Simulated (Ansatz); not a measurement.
The cluster K4H4. Charge 0, multiplicity 5. Geometry r2SCAN-D4/def2-SVP; atoms count from 1.

```csv
atom,x (Å),y (Å),z (Å)
K1,-3.338,-0.746,-1.312
K2,2.281,-0.059,2.819
K3,1.595,-2.743,-1.746
K4,-0.624,3.607,0.212
H5,-0.835,-0.286,1.229
H6,0.472,0.550,-1.328
H7,-0.616,-0.978,0.973
H8,1.065,0.655,-0.848
```

In the quintet geometry the species has come apart into loosely held pieces. In the quintet, H5 and H7 lie 0.77 Å apart, H6 and H8 lie 0.77 Å apart (atoms count from 1), so H2 has formed as a molecule. At PBE0-D4/def2-TZVP a singlet of charge 0 lies 1.22 eV below the quintet, each at its own geometry. The structure comes from a short search, and lower isomers may exist.

Problem. Estimate the Mulliken populations from the PBE0/def2-TZVP orbitals of Ansatz.

Solution. 
```tsv
atom	charge (e)	spin (α − β)
K1	-0.01	0.99
K2	0.00	0.99
K3	0.00	0.99
K4	-0.01	0.99
H5	0.01	0.01
H6	0.01	0.01
H7	0.00	0.01
H8	0.00	0.01
```
Mulliken values depend strongly on the basis.

Problem. Where does the spin sit?

Solution. Summed by element: K 3.97, H 0.03, of 4 unpaired in all. Largest on single atoms: K4 0.99, K1 0.99, K2 0.99.
